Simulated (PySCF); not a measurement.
**Identify the compound**

The spectra below were simulated for a compound C$_{5}$H$_{8}$B$_{2}$O.

1H NMR (400 MHz, computed): δ 7.82 (d, J = 1.9 Hz, 1H), 7.67 (br, 2H), 7.38 (d, J = 3.9 Hz, 1H), 6.68 (dd, J = 3.9, 1.9 Hz, 1H), 6.51 (br, 1H), 3.88 (t, J = 8.3 Hz, 2H).

13C{1H} NMR (computed): δ 175.5 (C), 160.3 (CH), 143.8 (CH), 119.9 (CH), 52.3 (CH2).

All values are calculated (PySCF 2.14.0 with density-fitted response routines): spin–spin couplings from B3LYP/pcJ-1 (spin–dipole term only in couplings to heteroatoms), shieldings: GIAO CAM-B3LYP/pcSseg-1, coordinates at the PBE0-D3(BJ)/def2-SVP level. Relativity neglected, one averaged value for each set of equivalent atoms, gas phase, single conformer.

References, each an isolated molecule treated in the same way: 1H (σ = 31.33 ppm), 13C (σ = 182.45 ppm) against TMS.

Q: What is the structure?

A: 
- 5 carbon signals for 5 carbons: no two carbons are equivalent.
- Carbon types of the structure: 1 × C, 3 × CH, 1 × CH2, leaving 3 H on heteroatoms.
- δC 175.5: substituted aromatic carbon next to the ring oxygen.
- δC 160.3: aromatic CH next to the ring oxygen.
- δC 143.8, 119.9: aromatic CH.
- δH 7.82: hydrogen on an aromatic CH next to the ring oxygen; ring-current deshielding.
- δH 7.67: hydrogen on a boron bonded to C.
- δH 7.38, 6.68: hydrogen on an aromatic CH; the ring current deshields protons in the ring plane.
- δH 3.88: hydrogen on an sp3 CH2 bonded to 2 B.
- The protons at 7.38 and 6.68 share a coupling of 3.9 Hz (vicinal, an ortho-type coupling).

The compound is SMILES BCBc1ccco1.

The shifts were computed for this structure.

Hydrogens on boron are broadened and split by 11B (spin 3/2, 80 %) and 10B (spin 3). A carbon bonded to boron is broadened by the quadrupolar boron nucleus and is often missing from a measured spectrum. Splittings below 1 Hz are ignored in the labels, and close J values are merged. Unscaled 3J(H,H) at this level run about 10 % above measured values. Shifts are as computed, not scaled to solution data. Of 1313 compounds with measured shifts, 239 miss one by over three times the rms of a fit or turn the order of signals round; such compounds aren't used in these exercises. Only one conformer was computed, so three-bond couplings in flexible chains and rings are approximate.
